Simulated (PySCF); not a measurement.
Fe(OH)3 (FeH3O3), SMILES [Fe]([OH])([OH])[OH] (connectivity only; charge and spin as stated), neutral, multiplicity 6.

Coordinates come from a TPSSh-D3(BJ)/def2-SVP optimisation. The spin state was assumed, not searched. The values are those of a single conformer.

Two levels are set side by side: PBE/def2-TZVPD (PySCF) and r2SCAN/def2-TZVPD (PySCF). Same geometry, gas phase. Differences are taken from unrounded values.

```
quantity                     r2SCAN   PBE  PBE minus r2SCAN
---------------------------  ------  ----  ----------------
α-spin orbital gap (eV)        5.83  4.72             -1.11
β-spin orbital gap (eV)        3.16  2.54             -0.62
mean polarisability (bohr³)    50.2  53.2               3.0
```

Rough cost on one machine, each run with all the roots and properties that it gave: r2SCAN against PBE about 3 times.
